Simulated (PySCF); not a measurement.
Z-matrix (Å, degrees):
```
Al
C 1 1.9699
H 2 1.0912 1 115.15
H 2 1.0972 3 107.97 1 -122.69
H 2 1.0973 3 107.87 4 -114.90
C 1 1.9699 2 116.69 3 -178.62
H 6 1.0912 1 115.15 2 -178.52
H 6 1.0972 7 107.98 1 -122.70
H 6 1.0973 7 107.87 8 -114.90
```
Charge 0, spin multiplicity 2.

Estimate the total energy, dipole moment and highest occupied spin orbital that r2SCAN-D4/def2-TZVP (PySCF) returns for this input.


The total energy is -322.1745 Ha and the dipole moment is 0.090 e·Å. The highest occupied spin orbital is -4.28 eV.
